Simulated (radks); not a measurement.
Question: These are the eigenvalues of the occupied orbitals of an atom or ion with whole-number occupations (hartree). Method: non-relativistic Kohn-Sham, OLYP, spin-polarised, spherical densities, point nucleus; computed with a radial shooting solver on a logarithmic mesh with Libxc functionals.

| orbital | eigenvalue |
|---|---|
| 1s up | -354.2925 |
| 1s down | -354.2921 |
| 2s up | -50.60895 |
| 2s down | -50.46913 |
| 2p up | -45.65826 |
| 2p down | -45.55845 |
| 3s up | -12.54334 |
| 3s down | -12.32612 |
| 3p up | -10.92817 |
| 3p down | -10.70526 |
| 3d up | -8.21466 |

Which element is it, and in what charge state? The configuration may be excited. Open shells, if any, are filled with parallel spins first.

Answer: Z = 30, zinc, charge +9: Zn9+ in [Ar] 3d3. The list shows which subshells hold electrons but not how many an open one holds; the 1s level, -354.29 hartree, gives Z - s = 26.6 by -(Z - s)^2/2, which with screening narrows Z to a few neighbours, and the depths of the outer levels then fix element, charge and occupations together.
